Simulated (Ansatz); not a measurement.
C$_{2}$HF$_{2}$O$_{2}$, doublet, geometry from GFN2-xTB; HF/6-31G* (Ansatz, an electronic-structure program).

The Ansatz input:
Ansatz 0.2 input:
```yaml
crystal:
  periodic: [false, false, false]
  atoms:
    - {symbol: O, position_ang: [1.00908423, 1.50155229, 0.03543537]}
    - {symbol: C, position_ang: [0.71160733, 0.32632795, 0.04060336]}
    - {symbol: O, position_ang: [1.60255857, -0.67830943, 0.12156161]}
    - {symbol: C, position_ang: [-0.63484075, -0.16142983, -0.03898753]}
    - {symbol: F, position_ang: [-1.68096637, 0.62644498, -0.12569638]}
    - {symbol: F, position_ang: [-0.96947956, -1.43320129, -0.03424534]}
    - {symbol: H, position_ang: [2.50027146, -0.31452482, 0.17380460]}
basis:
  gaussian:
    orbitals: 6-31G*
    nuclear_model: gaussian
hamiltonian:
  xc: hf
magnetization: {spin_polarized: true, initial_magnetization: 1}
```

The log (banner, timings and long lists left out):

```
Functional definition: HF
823 factors; integrals over basis functions are off by at most 1.3e-3 eV
mean field evaluation 1: about -11555.2165 eV, gradient 3.8e1 eV
mean field evaluation 2: about -11555.2310 eV, gradient 3.8e1 eV
mean field evaluation 4: about -11561.0483 eV, gradient 4.2e0 eV
mean field evaluation 8: about -11561.3338 eV, gradient 4.0e-1 eV
mean field evaluation 16: about -11561.3462 eV, gradient 3.7e-5 eV
mean field -11561.34618954 eV, -424.8716359037 hartree, gradient 3.7e-5 eV, S^2 0.812897; 0 other end points of the search recorded, 0 dependent functions left out
reference -11561.34618954 eV, -424.8716359037 hartree; 24, 23 occupied and 68, 69 virtual orbitals, 823 factors
Total energy: -11561.34618954 eV, -424.8716359037 hartree
```
